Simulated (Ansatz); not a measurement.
Steps of a relaxation of C2H7AlSe, SMILES `[CH3][AlH][Se]C` with RKS PBE0-D4/def2-TZVP.

```sh
$ ansatz run in.yaml --threads 4 --pin off --events-out ev --progress --plain --max-ram 10444MiB
```

```yaml
crystal:
  periodic: [false, false, false]
  atoms:
    - {symbol: C, position_ang: [-1.557489, 0.774437, 0.481720]}
    - {symbol: Al, position_ang: [-0.204848, -0.221190, 1.501350]}
    - {symbol: Se, position_ang: [1.740973, -1.069797, 0.551865]}
    - {symbol: C, position_ang: [1.509890, -0.566320, -1.352185]}
    - {symbol: H, position_ang: [-1.578658, 1.833393, 0.818405]}
    - {symbol: H, position_ang: [-1.399364, 0.772646, -0.615465]}
    - {symbol: H, position_ang: [-2.568583, 0.359271, 0.680556]}
    - {symbol: H, position_ang: [-0.322321, -0.506169, 3.072704]}
    - {symbol: H, position_ang: [0.753682, 0.230097, -1.471491]}
    - {symbol: H, position_ang: [2.486412, -0.202812, -1.720654]}
    - {symbol: H, position_ang: [1.205806, -1.460657, -1.926305]}
basis:
  gaussian: {orbitals: def2-TZVP}
hamiltonian: {xc: pbe0, dispersion: d4}
relax: {f_tol: 0.005, max_steps: 150}
```

Positions (Å) and forces (eV/Å) along the path, 12 of 31 steps:

```xyz
11
step=1 energy=-74123.5229 eV
C    -1.557    0.774    0.482   -0.235    0.168   -0.158
Al   -0.205   -0.221    1.501    0.004    0.000    0.009
Se    1.741   -1.070    0.552   -0.213    0.167   -0.276
C     1.510   -0.566   -1.352   -0.014    0.049   -0.291
H    -1.579    1.833    0.818    0.005   -0.484   -0.161
H    -1.399    0.773   -0.615   -0.077   -0.003    0.543
H    -2.569    0.359    0.681    0.471    0.194   -0.095
H    -0.322   -0.506    3.073   -0.002    0.050   -0.213
H     0.754    0.230   -1.471    0.395   -0.415    0.109
H     2.486   -0.203   -1.721   -0.493   -0.186    0.211
H     1.206   -1.461   -1.926    0.157    0.459    0.322
11
step=4 energy=-74123.5613 eV
C    -1.544    0.760    0.474    0.000    0.000    0.000
Al   -0.201   -0.221    1.491    0.000   -0.001    0.001
Se    1.726   -1.066    0.539    0.002   -0.003    0.001
C     1.498   -0.554   -1.342   -0.006    0.002    0.002
H    -1.557    1.810    0.787    0.000    0.001   -0.001
H    -1.396    0.737   -0.607    0.001   -0.002   -0.003
H    -2.540    0.359    0.686   -0.001   -0.001    0.002
H    -0.328   -0.492    3.047    0.001    0.001    0.001
H     0.774    0.252   -1.440    0.002    0.003   -0.003
H     2.466   -0.220   -1.708    0.002    0.000    0.001
H     1.168   -1.422   -1.908   -0.001    0.001   -0.001
11
step=6 energy=-74123.5616 eV
C    -1.547    0.744    0.469   -0.015    0.013   -0.011
Al   -0.202   -0.225    1.493    0.008   -0.011    0.008
Se    1.726   -1.070    0.539    0.003    0.001    0.013
C     1.499   -0.538   -1.336   -0.028    0.017   -0.044
H    -1.538    1.805    0.743   -0.002   -0.023   -0.012
H    -1.417    0.678   -0.614   -0.006    0.004    0.021
H    -2.545    0.366    0.712    0.019    0.011   -0.007
H    -0.327   -0.488    3.051    0.002   -0.001   -0.003
H     0.824    0.312   -1.418    0.042   -0.045   -0.008
H     2.482   -0.260   -1.714   -0.045   -0.014    0.015
H     1.109   -1.382   -1.904    0.023    0.048    0.028
11
step=7 energy=-74123.5618 eV
C    -1.547    0.742    0.467   -0.009    0.009   -0.005
Al   -0.201   -0.226    1.493    0.003   -0.009    0.005
Se    1.727   -1.069    0.540    0.004    0.003    0.008
C     1.499   -0.535   -1.335   -0.020    0.009   -0.031
H    -1.535    1.804    0.737   -0.001   -0.013   -0.007
H    -1.419    0.671   -0.615   -0.003    0.002    0.012
H    -2.545    0.367    0.715    0.011    0.007   -0.003
H    -0.327   -0.489    3.051    0.000   -0.001   -0.001
H     0.832    0.321   -1.416    0.027   -0.028   -0.004
H     2.483   -0.266   -1.716   -0.027   -0.009    0.009
H     1.100   -1.375   -1.901    0.015    0.031    0.018
11
step=8 energy=-74123.5623 eV
C    -1.548    0.730    0.464   -0.014    0.002   -0.001
Al   -0.204   -0.234    1.497    0.000    0.012   -0.010
Se    1.730   -1.059    0.542    0.012   -0.004    0.004
C     1.499   -0.523   -1.332   -0.012    0.010   -0.018
H    -1.517    1.799    0.703    0.003   -0.014   -0.003
H    -1.433    0.628   -0.617    0.000    0.000    0.011
H    -2.549    0.378    0.732    0.006    0.007   -0.005
H    -0.331   -0.495    3.055    0.000   -0.006    0.000
H     0.870    0.361   -1.409    0.017   -0.020    0.000
H     2.489   -0.298   -1.725   -0.023   -0.007    0.008
H     1.059   -1.346   -1.891    0.010    0.019    0.013
11
step=9 energy=-74123.5533 eV rejected
C    -1.554    0.692    0.447   -0.078    0.093   -0.089
Al   -0.202   -0.250    1.493   -0.007    0.013    0.023
Se    1.760   -1.030    0.557   -0.037    0.016   -0.017
C     1.497   -0.481   -1.311    0.025    0.084   -0.296
H    -1.462    1.781    0.590   -0.015   -0.207   -0.030
H    -1.487    0.492   -0.630   -0.022    0.042    0.178
H    -2.560    0.412    0.787    0.140    0.048   -0.060
H    -0.335   -0.521    3.048   -0.013   -0.002    0.015
H     1.001    0.499   -1.363    0.193   -0.378   -0.017
H     2.502   -0.410   -1.756   -0.410   -0.014    0.117
H     0.906   -1.241   -1.842    0.224    0.304    0.174
11
step=14 energy=-74123.5625 eV rejected
C    -1.548    0.715    0.460   -0.068    0.030   -0.036
Al   -0.213   -0.243    1.498    0.087   -0.018    0.023
Se    1.743   -1.027    0.551    0.006   -0.008    0.002
C     1.499   -0.506   -1.326   -0.013   -0.002    0.003
H    -1.486    1.791    0.659    0.002   -0.007    0.003
H    -1.453    0.574   -0.619    0.002   -0.005    0.006
H    -2.553    0.399    0.755   -0.010    0.010   -0.007
H    -0.338   -0.518    3.053   -0.012   -0.004    0.006
H     0.918    0.410   -1.404    0.000    0.003    0.004
H     2.491   -0.340   -1.741    0.005   -0.002   -0.001
H     1.005   -1.311   -1.865    0.001    0.003   -0.003
11
step=16 energy=-74123.5632 eV
C    -1.549    0.708    0.455   -0.007    0.000   -0.003
Al   -0.207   -0.245    1.499    0.010   -0.002    0.000
Se    1.751   -1.026    0.553    0.000   -0.001   -0.002
C     1.498   -0.498   -1.322   -0.004    0.005    0.003
H    -1.473    1.786    0.635    0.001    0.001    0.000
H    -1.462    0.546   -0.621    0.000   -0.003    0.002
H    -2.555    0.409    0.764   -0.003    0.001   -0.001
H    -0.342   -0.523    3.053   -0.002    0.000    0.002
H     0.938    0.432   -1.391    0.004   -0.003    0.001
H     2.489   -0.356   -1.747    0.003   -0.001   -0.001
H     0.979   -1.290   -1.856   -0.002    0.001   -0.001
11
step=19 energy=-74123.5633 eV
C    -1.550    0.704    0.453    0.001    0.000    0.000
Al   -0.206   -0.246    1.500    0.000   -0.001    0.001
Se    1.751   -1.027    0.553    0.000    0.001   -0.001
C     1.497   -0.493   -1.320    0.000    0.000    0.000
H    -1.466    1.783    0.622    0.000    0.000   -0.001
H    -1.467    0.531   -0.622   -0.001   -0.002    0.000
H    -2.556    0.413    0.768   -0.001    0.001    0.000
H    -0.342   -0.523    3.054    0.000    0.000    0.000
H     0.951    0.444   -1.386    0.002    0.001    0.001
H     2.489   -0.365   -1.749    0.000   -0.001    0.000
H     0.966   -1.278   -1.854   -0.001    0.001    0.000
11
step=25 energy=-74123.5642 eV
C    -1.554    0.665    0.440   -0.017    0.007   -0.010
Al   -0.210   -0.264    1.504    0.010    0.005    0.012
Se    1.771   -0.994    0.564   -0.005    0.001   -0.001
C     1.498   -0.450   -1.304    0.002    0.005   -0.032
H    -1.406    1.749    0.506    0.001   -0.018   -0.002
H    -1.521    0.396   -0.619   -0.001    0.004    0.012
H    -2.561    0.458    0.814    0.013    0.003   -0.006
H    -0.353   -0.548    3.057   -0.003   -0.002   -0.001
H     1.088    0.556   -1.357    0.012   -0.028    0.001
H     2.477   -0.469   -1.781   -0.031    0.000    0.014
H     0.836   -1.156   -1.802    0.019    0.023    0.012
11
step=26 energy=-74123.5643 eV
C    -1.555    0.662    0.439   -0.008    0.002   -0.004
Al   -0.210   -0.264    1.506    0.003    0.001    0.005
Se    1.770   -0.993    0.564    0.001    0.001   -0.003
C     1.499   -0.448   -1.303   -0.002    0.003   -0.015
H    -1.405    1.746    0.499    0.001   -0.005   -0.002
H    -1.524    0.387   -0.618    0.001    0.001    0.005
H    -2.561    0.459    0.816    0.005    0.001   -0.002
H    -0.353   -0.548    3.058   -0.001   -0.001   -0.002
H     1.102    0.563   -1.357    0.005   -0.011    0.003
H     2.475   -0.478   -1.783   -0.012   -0.001    0.009
H     0.827   -1.144   -1.800    0.007    0.009    0.006
11
step=31 energy=-74123.5645 eV
C    -1.556    0.644    0.433    0.000    0.000    0.000
Al   -0.210   -0.269    1.509    0.000    0.001    0.000
Se    1.776   -0.982    0.567    0.000    0.001   -0.001
C     1.498   -0.428   -1.297    0.001    0.000   -0.001
H    -1.382    1.726    0.448    0.000   -0.001    0.000
H    -1.545    0.330   -0.613    0.000    0.000    0.001
H    -2.561    0.477    0.831    0.001    0.000    0.000
H    -0.356   -0.555    3.061    0.000    0.000    0.000
H     1.168    0.606   -1.346    0.000   -0.001    0.000
H     2.461   -0.525   -1.796   -0.001    0.000    0.001
H     0.773   -1.081   -1.777    0.001    0.001    0.000
```

Hardware: 4 threads of an Arm Neoverse V1 on a shared host. Wall time 110 s, peak host memory 0.51 GiB.
